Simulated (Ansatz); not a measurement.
A nudged elastic band was laid between two geometries of BrH + CH6Si (10 atoms, charge 0, multiplicity 1).

Method: Ansatz 0.2.0, RKS PBE0-D4/def2-SVP.

```json
{
 "movable images": "5",
 "climbing image": "yes",
 "spring": "5.0 eV/Å²",
 "optimiser": "quadratic models (default)",
 "start path": "through a guess of the saddle point",
 "force threshold": "0.05 eV/Å",
 "iteration limit": "60",
 "end points": "relaxed"
}
```

First end point:

```xyz
10
Properties=species:S:1:pos:R:3
Si -0.965 0.491 0.130
C -0.139 -1.135 0.577
H -1.325 0.539 -1.320
H -2.210 0.697 0.934
H -0.049 1.645 0.415
H 2.104 1.506 -0.828
Br 2.492 0.673 -1.914
H -0.811 -1.981 0.367
H 0.783 -1.274 -0.007
H 0.119 -1.161 1.647
```

Last end point:

```xyz
10
Properties=species:S:1:pos:R:3
Si -0.902 1.827 -0.679
C 0.756 -1.811 0.748
H -1.929 1.864 -1.756
H -1.134 0.666 0.222
H -0.918 3.099 0.094
H 1.186 -1.060 0.071
Br 1.104 1.600 -1.624
H -0.170 -2.209 0.312
H 1.474 -2.630 0.892
H 0.533 -1.346 1.718
```

Q: Which bonds break or form, and what moves?

A: Bonds broken: Si1–C2, H6–Br7. Bonds formed: Si1–Br7, C2–H6. BrH + CH6Si becomes BrH3Si + CH4.

Q: Give the energies along the band, and the barrier.

A: It converged. The highest image is number 3 of 0 to 6, 1.69 eV above the first end and 2.59 eV above the last; the last end lies 0.90 eV below the first. Neighbouring images differ by up to 1.3 eV, so the band resolves the path poorly. A vibrational analysis at the climbing image gives one clearly imaginary mode, 509i cm⁻¹: a first-order saddle point. The orbitals stay closed-shell, which can raise the energy where a bond breaks towards radicals; this wasn't checked here.

| image | path coordinate (Å) | energy (eV) | Si1–C2 (Å) | H6–Br7 (Å) | Si1–Br7 (Å) |
| --- | --- | --- | --- | --- | --- |
| 0 | 0.00 | 0.00 | 1.88 | 1.42 | 4.02 |
| 1 | 1.05 | 0.06 | 1.88 | 1.42 | 3.95 |
| 2 | 2.10 | 0.37 | 1.91 | 1.45 | 3.32 |
| 3 | 3.15 | 1.69 | 2.17 | 1.95 | 2.76 |
| 4 | 4.29 | 0.35 | 2.86 | 2.25 | 2.33 |
| 5 | 5.44 | -0.75 | 3.53 | 2.57 | 2.24 |
| 6 | 6.59 | -0.90 | 4.24 | 3.16 | 2.23 |

Q: What is the geometry of the highest image?

A: 
```xyz
10
Properties=species:S:1:pos:R:3:forces:R:3
Si -0.630 0.865 -0.158 -0.01 -0.02 0.01
C 0.268 -1.011 0.442 -0.03 0.03 0.01
H -1.195 0.879 -1.526 0.00 0.00 0.00
H -1.772 0.423 0.723 0.01 0.00 0.00
H -0.068 2.054 0.521 0.00 0.00 0.00
H 0.813 -0.222 -0.338 0.01 0.01 -0.01
Br 1.748 0.991 -1.548 0.00 0.00 0.00
H -0.575 -1.622 0.098 0.00 -0.01 0.00
H 1.197 -1.585 0.275 0.00 -0.01 0.00
H 0.214 -0.771 1.511 0.00 0.00 0.00
```

The band took 9 iterations and roughly 4 core-minutes.

The run took 2 min on 2 threads of Arm Neoverse V1, on a shared host, peak memory 0.22 GiB.
